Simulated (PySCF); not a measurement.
## A single-point calculation

LaSF (singlet). PySCF 2.14.0, RKS PBE0, La lcecp-1-SVP with ECP46, S def2-SVP, F def2-SVP; non-relativistic Hamiltonian with scalar-relativistic core potentials where named; density fitting; no spin-orbit coupling. The geometry is an unrelaxed template.

```python
mol = gto.M(atom='''
La     0.00000     0.00000     0.00000
S      2.24250     0.00000     1.00360
F     -1.99380     0.00000     0.89230''',
    basis={'La': 'lcecp-1-SVP', 'S': 'def2-SVP', 'F': 'def2-SVP'},
    ecp={'La': 'lcecp-1-SVP'},
    charge=0, spin=0)
mf = dft.RKS(mol, xc='PBE0')
mf.grids.atom_grid = (50, 194)  # f atoms: unpruned, at least (60, 302)
mf = mf.density_fit()  # fitting sets: La AutoAux, S def2-universal-JKFIT, F def2-universal-JKFIT
mf.conv_tol = 1e-08; mf.max_cycle = 55
mf.kernel(dm0)  # dm0: free metal ions and neutral atoms
```

Run from Python with OMP_NUM_THREADS=2; the lines above give its settings. Where DIIS fails, smearing, a level shift and second-order steps follow.
It took 1.5 s on 2 threads of Arm Neoverse V2, on a shared host, peak memory 0.32 GiB.

**Question.** Where do the frontier levels lie, over both spins?

**Answer.** HOMO -5.83 eV, LUMO -2.42 eV. The large-core potential holds the 4f shell empty.

**Question.** What are the Mulliken charges and spins?

**Answer.** 
```tsv
atom	charge (e)	spin (e)
La1	0.914	0.000
S2	-0.438	0.000
F3	-0.476	0.000
```
